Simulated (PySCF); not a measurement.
Computed with M06-2X/def2-TZVP (PySCF 2.14.0). All species are isolated molecules in the gas phase. One relaxed conformer stands for a flexible species; it need not be the lowest. 

Reference species (SMILES): `C#CCO` (neutral, multiplicity 1).

```yaml
HOMO: -9.27 eV
HOMO–LUMO gap: 10.46 eV
```

Changed species: `O=C=CC`.

Problem. Give the shifts of the HOMO and HOMO–LUMO gap.

Solution. the HOMO rises by 1.45 eV, to -7.82 eV; the HOMO–LUMO gap decreases by 2.37 eV, to 8.09 eV.
